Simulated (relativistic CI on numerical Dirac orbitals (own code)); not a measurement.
Cu²⁺: M2,3 absorption edge

Computed with this model: Dirac-Coulomb-Breit CI, KLI orbitals optimised for each configuration, model QED (radiative potential, 1s self-energy scaled to tabulated hydrogen-like ionisation energies), valence Slater integrals scaled by 0.9, multiplet model of core-to-valence dipole absorption; configurations [Ar] 3d9 → [Ne] 3s2 3p5 3d10; 80 K; Lorentzian 0.48 eV and Gaussian 0.3 eV FWHM. Energies are those of the free ion, without screening or charge transfer. The branching ratio is the share of the lower-energy edge in the whole absorption, uncertain by about 0.02 where the edges overlap. S is read from ⟨S²⟩ = S(S + 1).

Field parameters in Wybourne normalisation: D4h B²₀ = −7Ds, B⁴₀ = 21(Dq − Dt), B⁴₄ = 21√(5/14) Dq. The field is a parameter set, without covalency.

free ion: ground-state S = 0.50, centroid 75.81 eV. Peaks (eV, height): 75.8 (100).

D4h, 10Dq = 18950, Ds = -1500, Dt = 110 cm⁻¹: ground-state S = 0.50, centroid 78.15 eV. Peaks (eV, height): 77.4 (100), 80.0 (41).

D4h, 10Dq = 18950, Ds = -860, Dt = 110 cm⁻¹: ground-state S = 0.50, centroid 77.99 eV. Peaks (eV, height): 77.3 (100), 79.8 (42).

D4h, 10Dq = 18950, Ds = -210, Dt = 110 cm⁻¹: ground-state S = 0.50, centroid 77.83 eV. Peaks (eV, height): 77.1 (100), 79.6 (40).

D4h, 10Dq = 18950, Ds = 430, Dt = 110 cm⁻¹: ground-state S = 0.50, centroid 77.96 eV. Peaks (eV, height): 77.2 (100), 79.8 (41).

D4h, 10Dq = 18950, Ds = 1070, Dt = 110 cm⁻¹: ground-state S = 0.50, centroid 78.12 eV. Peaks (eV, height): 77.4 (100), 79.9 (42).

Strongest unbroadened transitions for free ion:

| Energy (eV) | Relative strength |
| --- | --- |
| 75.81 | 100.0 |
